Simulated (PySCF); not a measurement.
**`FB(F)[C@@H]1[C@H](F)[C@H]1S`, C$_{3}$H$_{4}$BF$_{3}$S**

Molfile (atoms numbered from 1):
```
C3H4BF3S
     RDKit          3D

 12 12  0  0  0  0  0  0  0  0999 V2000
    1.7119    1.1538   -1.3396 F   0  0  0  0  0  0  0  0  0  0  0  0
    1.6323    0.7934   -0.0783 B   0  0  0  0  0  0  0  0  0  0  0  0
    2.6153    1.2261    0.6826 F   0  0  0  0  0  0  0  0  0  0  0  0
    0.4407   -0.0228    0.5037 C   0  0  2  0  0  0  0  0  0  0  0  0
   -0.1115   -1.2514   -0.1903 C   0  0  2  0  0  0  0  0  0  0  0  0
    0.4720   -1.6709   -1.3377 F   0  0  0  0  0  0  0  0  0  0  0  0
   -0.9063   -0.0036   -0.2155 C   0  0  1  0  0  0  0  0  0  0  0  0
   -2.4186    0.0487    0.7520 S   0  0  0  0  0  0  0  0  0  0  0  0
    0.3909   -0.0830    1.5854 H   0  0  0  0  0  0  0  0  0  0  0  0
   -0.4241   -2.0994    0.4072 H   0  0  0  0  0  0  0  0  0  0  0  0
   -0.9612    0.5357   -1.1511 H   0  0  0  0  0  0  0  0  0  0  0  0
   -2.4402    1.3726    0.8997 H   0  0  0  0  0  0  0  0  0  0  0  0
  1  2  1  0
  2  3  1  0
  2  4  1  0
  4  5  1  0
  5  6  1  0
  5  7  1  0
  7  8  1  0
  7  4  1  0
  4  9  1  1
  5 10  1  1
  7 11  1  6
  8 12  1  0
M  END
```

Method: GIAO KT3/pcSseg-1 magnetisability, rotational g tensor and spin-rotation constants, non-relativistic, gas phase in PySCF 2.14.0. Geometry: GFN2-xTB.

Task: Give the nuclear spin-rotation constants along the inertial axes (H = +C I·J) beside the isotropic shieldings.

Result: Rotational constants 2.4795, 0.9909, 0.8219 GHz. A star marks the isotopologue with that one atom substituted, in its own axes.
```csv
atom,isotope,Caa (kHz),Cbb (kHz),Ccc (kHz),mean (kHz),σ (ppm)
F1,19F,4.405,0.960,0.982,2.116,243.5
B2,11B,0.564,0.238,0.214,0.339,77.5
F3,19F,3.194,0.998,1.571,1.921,228.0
F6,19F,1.296,0.646,0.387,0.776,377.2
H9,1H,-0.268,-0.080,-0.028,-0.125,31.4
H10,1H,-0.129,-0.094,0.002,-0.074,27.0
H11,1H,-0.273,-0.103,0.029,-0.116,28.9
H12,1H,-0.297,-0.012,-0.063,-0.124,29.5
C4,13C*,0.348,0.165,0.121,0.211,163.1
C5,13C*,0.548,0.236,0.211,0.332,104.0
C7,13C*,0.369,0.151,0.145,0.222,157.2
S8,33S*,0.547,0.206,0.231,0.328,542.6
```
For the geometry as given, no vibrational averaging.

Task: How do the rotational constants and the g tensor change when H9, H10, H11, H12 are replaced by deuterium?

Result: Constants 2.3323, 0.9644, 0.8044 GHz; g -0.0108, -0.0083, -0.0100, against -0.0116, -0.0083, -0.0103 before.
